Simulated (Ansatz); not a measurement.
`N=[CH][Al]([F])[SH]` and `[F][Al]([F])[SH]` differ in one atom or group.

Ansatz, PBE0-D4/def2-TZVP geometries, multiplicity 1. Each molecule was computed in one conformer, which needn't be the lowest.

| property | `N=[CH][Al]([F])[SH]` |
| --- | --- |
| zero-point energy (PBE0-D4/def2-TZVP) / kJ/mol | 113.3 |
| HOMO–LUMO gap (B3LYP/def2-TZVPP) / eV | 5.34 |
| LUMO energy (ωB97M-V/def2-TZVPP) / eV | 0.25 |
| ideal-gas entropy at 298 K and 1 bar (rigid rotor, harmonic PBE0-D4/def2-TZVP) / J/(mol·K) | 350 |
| size of the dipole moment (B3LYP/def2-TZVPP) / D | 2.83 |
| LUMO energy (B3LYP/def2-TZVPP) / eV | -2.01 |

**Question.** What does the change do to each property? (Estimate.)

**Answer.** The calculation gave: 
```tsv
property	`[F][Al]([F])[SH]`	shift
zero-point energy (PBE0-D4/def2-TZVP) / kJ/mol	39.0	-74.3
HOMO–LUMO gap (B3LYP/def2-TZVPP) / eV	6.67	1.33
LUMO energy (ωB97M-V/def2-TZVPP) / eV	0.56	0.31
ideal-gas entropy at 298 K and 1 bar (rigid rotor, harmonic PBE0-D4/def2-TZVP) / J/(mol·K)	315	-35
size of the dipole moment (B3LYP/def2-TZVPP) / D	1.34	-1.49
LUMO energy (B3LYP/def2-TZVPP) / eV	-1.41	0.60
```

With PBE0 the HOMO falls by 0.79 eV and the LUMO rises by 0.70 eV, so the gap widens by about 1.49 eV. PBE moves the HOMO by -0.95 eV and ωB97M-V by -0.71 eV. The zero-point energy changes by -74.3 kJ/mol with -9 modes. Dipoles are sizes alone; their direction can turn.

B3LYP here is the variant with VWN-RPA as its local correlation; programs differ in this.
